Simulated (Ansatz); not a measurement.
# A cut through the energy surface

SnH4O (SMILES [OH][SnH3]), singlet, at its PBE0-D4/def2-TZVP minimum:

```
6
angstrom
O 0.9143 -0.7524 0.9308
Sn -0.2823 0.3542 -0.1751
H 1.1502 -1.5851 0.5168
H -1.7211 -0.5231 -0.4615
H 0.5141 0.7116 -1.6447
H -0.5331 1.7307 0.7874
```

The bond length Sn2–H5 (1.709 Å at the minimum) is set to the values below, with the rest relaxed at PBE0-D4/def2-TZVP at each step. Each method's energies count from its own value at the PBE0-D4 minimum structure. Computed with Ansatz 0.2.0 (basis: def2-TZVPP); correlated methods freeze the cores. Filled d shells of the heavier atoms are correlated. Core potentials replace the inner electrons of the atoms past krypton. The def2 sets are not built for correlating such inner shells, so the correlated values are less sure here. B3LYP uses VWN-RPA correlation.

```tsv
bond length (Å)	CCSD(T) (kJ/mol)	HF (kJ/mol)	r2SCAN-D4 (kJ/mol)	PBE-D4 (kJ/mol)
1.402	88.9	99.4	91.7	96.4
1.474	44.5	51.2	46.9	50.6
1.579	11.3	14.1	13.1	15.4
1.702	-0.1	0.0	0.0	0.2
1.839	11.3	10.5	9.2	6.8
1.986	39.1	39.4	34.7	29.4
2.142	76.9	80.5	70.3	61.4
2.307	119.4	128.9	111.8	99.6
2.478	162.0	180.1	154.7	139.7
```

Minimum and curvature along this coordinate at CCSD(T): A fifth-order fit through the nearest points gives 1.698 Å, with a curvature of about 13 eV/Å².

Largest difference from the CCSD(T) curve over the scan: PBE0-D4 5.7; B3LYP-D4 11.4; wB97M-V 7.9; MP2 20.9 kJ/mol. Each curve counts from its own value at the minimum.

No T1 diagnostic of these runs exceeds 0.018. The restricted Hartree–Fock reference is unstable towards an unrestricted one at one or more of these structures. A large double-excitation amplitude points to some diradical character; no triplet was computed.

For scale, one of the runs: CCSD(T)/def2-TZVPP, 137 basis functions (an equivalent command: `ansatz run in.yaml --threads 2`). Time: 11 s of wall clock on 2 CPU threads; the host was shared. Peak host memory: 0.87 GiB.
